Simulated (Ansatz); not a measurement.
This geometry of CH₆ClNSi₂ (11 atoms, charge 0, multiplicity 1) is a first-order saddle point.

Theory: RKS PBE0/STO-3G in Ansatz 0.2.0.

```xyz
11
Properties=species:S:1:pos:R:3
Si -1.840 0.253 1.331
N -0.359 0.546 0.493
C 0.666 0.526 -0.191
Si 1.483 -0.771 -1.303
Cl 1.790 2.098 -0.247
H -2.855 1.025 0.652
H -2.171 -1.157 1.296
H -1.673 0.684 2.701
H 0.671 -1.965 -1.272
H 2.804 -1.050 -0.795
H 1.550 -0.247 -2.646
```

(1) Which two structures does it join? (They come from a converged band through this point; their orientation in space is the band's.)

(2) How far does it lie above each of them?

Answers

(1) No bond is made or broken. The dihedral Si1–N2–C3–Si4 changes from 0 to -180° by way of a nearly straight angle Si1–N2–C3 (up to 168°), not by a turn about the bond.

Initial state:

```xyz
11
Properties=species:S:1:pos:R:3
Si -1.669 0.149 1.042
N -0.384 1.259 0.449
C 0.621 0.875 -0.226
Si 1.299 -0.754 -0.912
Cl 1.821 2.233 -0.723
H -2.816 0.968 1.344
H -2.010 -0.836 0.040
H -1.178 -0.500 2.236
H 0.452 -1.831 -0.458
H 2.641 -0.935 -0.415
H 1.289 -0.685 -2.354
```

Final state:

```xyz
11
Properties=species:S:1:pos:R:3
Si -1.793 0.605 1.262
N -0.709 -0.416 0.240
C 0.399 -0.003 -0.218
Si 1.619 -0.959 -1.291
Cl 1.043 1.751 0.118
H -2.936 -0.217 1.576
H -1.097 0.978 2.471
H -2.204 1.766 0.507
H 1.085 -2.279 -1.520
H 2.878 -1.032 -0.589
H 1.780 -0.250 -2.537
```

(2) 0.180 eV above the first and 0.499 eV above the second. This is the barrier of this one path; another mechanism may lie lower. Limits of this set-up: minimal basis.

Run time: 3.9 min on 1 CPU thread of a shared host.
